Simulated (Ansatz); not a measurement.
TiH3Cl3O, closed shell: at a first-order saddle point.

in.yaml

```yaml
crystal:
  periodic: [false, false, false]
  atoms:
    - {symbol: Ti, position_ang: [-0.260382, 0.204640, -0.490867]}
    - {symbol: O, position_ang: [0.098229, -0.104393, 1.452368]}
    - {symbol: Cl, position_ang: [0.550876, -0.223696, -2.483814]}
    - {symbol: Cl, position_ang: [-1.915864, -1.245409, -0.443298]}
    - {symbol: Cl, position_ang: [-0.929398, 2.256549, -0.537103]}
    - {symbol: H, position_ang: [1.128562, -0.088290, 0.785023]}
    - {symbol: H, position_ang: [1.545756, 0.136295, -0.104490]}
    - {symbol: H, position_ang: [-0.217680, -0.935696, 1.822181]}
basis:
  gaussian: {orbitals: def2-TZVPP}
hamiltonian: {xc: pbe}
correlation: {method: rpa}
```

Command:

```bash
ansatz run in.yaml --threads 8 --pin off --events-out ev --progress --plain --max-ram 19148MiB
```

Output of Ansatz 0.2.0:

```
Functional definition: PBE
  name "PBE"
  cite "Perdew, Burke & Ernzerhof, Phys. Rev. Lett. 77, 3865 (1996) doi:10.1103/PhysRevLett.77.3865"
  parent pbe
  parameter kappa = 0.804
  parameter beta = 0.06672455060314922
  exchange = pbe_x(kappa = kappa, mu = beta*pi^2/3)
  correlation = pbe_c(beta = beta)
1633 factors; integrals over basis functions are off by at most 9.5e-4 eV
mean field evaluation 1: about -62752.8748 eV, gradient 7.6e1 eV
mean field evaluation 2: about -62752.8681 eV, gradient 7.6e1 eV
mean field evaluation 4: about -62761.7441 eV, gradient 2.7e1 eV
mean field evaluation 8: about -62763.3496 eV, gradient 2.0e0 eV
mean field evaluation 16: about -62763.3588 eV, gradient 6.2e-3 eV
mean field -62763.35880991 eV, -2306.5108937314 hartree, gradient 1.5e-6 eV, S^2 0.000000; 0 other end points of the search recorded, 0 dependent functions left out
21 core orbitals not correlated: weight in the atoms' cores, before any rotation towards them, 1.000 or more for the frozen orbitals, at most 0.000 for the correlated occupied ones
reference -62684.19939246 eV, -2303.6018387966 hartree; 21, 21 occupied and 221, 221 virtual orbitals, 1633 factors
Total energy: -62740.27932786 eV, -2305.6627384100 hartree
```

Time: 4.1 s of wall clock on 8 CPU threads of an Arm Neoverse V2; the host was shared. Peak host memory: 0.7 GiB.
